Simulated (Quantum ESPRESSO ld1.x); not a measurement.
Question: Coherent X-ray form factor from a spherical all-electron density. Method: scalar-relativistic Kohn-Sham, LDA (Slater exchange, Perdew-Wang correlation), spin-polarised, spherical densities, point nucleus; computed with ld1.x of Quantum ESPRESSO 7.5.

sin(theta)/lambda (1/angstrom)  f0 (electrons)
0.05                                    52.218
0.1                                     50.087
0.15                                    47.129
0.2                                     43.901
0.25                                    40.795
0.3                                     37.985
0.4                                     33.256
0.5                                     29.362
0.6                                     26.054
0.8                                     21.071
1                                       17.886
1.25                                    15.145
1.5                                     12.802
2                                        8.856

The species is in the configuration that NIST lists as its ground one. Which atom or ion scatters so?

Answer: The caesium ion Cs2+, [Kr] 4d10 5s2 5p5. Extrapolating in s^2 from the first two rows gives f0(0) = 52.9, near the electron count 53; among species with that count, the fall with angle is slower the higher Z, and the table is that of Z = 55; from so few rows the species is fixed only to a neighbour or two.
